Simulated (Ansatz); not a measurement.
Ansatz results at the PBE0-D4/def2-TZVP geometry: LUMO energy (B3LYP/def2-TZVPP) -0.80 eV; HOMO–LUMO gap (B3LYP/def2-TZVPP) 6.02 eV; size of the dipole moment (B3LYP/def2-TZVPP) 1.83 D.

Each molecule was computed in one conformer, which needn't be the lowest.

Question: Which molecule gave them?
A. `S[SiH]1BN1`
B. `NB1[SiH2]S1`
C. `CC1CCS1`
D. `[SiH3][Ga]1[CH2][CH2]1`

Answer: A. The others give `CC1CCS1`: -0.10, 5.92, 1.88; `NB1[SiH2]S1`: -0.49, 6.23, 2.54; `[SiH3][Ga]1[CH2][CH2]1`: -1.96, 3.66, 2.19.

B3LYP here is the variant with VWN-RPA as its local correlation; programs differ in this.
